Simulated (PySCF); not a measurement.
**What binds GaF: the parts of the energy along the bond**

State: ¹Σ⁺, singlet, closed shell. RHF-based CCSD(T) in PySCF 2.14 with Ga cc-pwCVDZ-PP with ECP10, F aug-cc-pVDZ and Ga cc-pwCVTZ-PP with ECP10, F aug-cc-pVTZ (frozen core orbitals: 5; scalar-relativistic core potentials). Correlation energies are extrapolated as n⁻³ (n = 2, 3), Hartree–Fock as (n+1)·exp(−9√n). CV is the change on freezing 4 orbitals instead, in Ga cc-pwCVTZ-PP with ECP10, F cc-pwCVTZ. All energies in eV from Ga + F.

| R (Å) | HF/CBS | CCSD corr. | (T) | CV | total |
| --- | --- | --- | --- | --- | --- |
| 1.5787 | -3.661 | -1.705 | -0.1591 | -0.0104 | -5.536 |
| 1.6505 | -4.037 | -1.711 | -0.1672 | -0.0091 | -5.924 |
| 1.7222 | -4.192 | -1.723 | -0.1756 | -0.0081 | -6.098 |
| 1.7940 | -4.198 | -1.736 | -0.1839 | -0.0074 | -6.126 |
| 1.8657 | -4.106 | -1.751 | -0.1919 | -0.0068 | -6.056 |
| 1.9554 | -3.905 | -1.768 | -0.2013 | -0.0062 | -5.880 |
| 2.0451 | -3.648 | -1.781 | -0.2097 | -0.0059 | -5.645 |

A fit to the total gives Re = 1.7746 Å, De = 6.130 eV, ωe = 618.2 cm⁻¹, Be = 0.3594 cm⁻¹ (masses 68.9256 and 18.9984 u).

Question: At R = 1.7940 Å the CCSD correlation energy is -0.494629 hartree in the smaller basis and -0.752609 in the larger. Extrapolate it.

Answer: (3³·E3 − 2³·E2)/(3³ − 2³) = -0.86123 hartree; the larger basis holds 87.4 % of it.

The T1 diagnostic is 0.019. The open-shell atoms are computed with UHF. Spin–orbit coupling, excitations beyond (T) and corrections to the Born–Oppenheimer picture are left out.
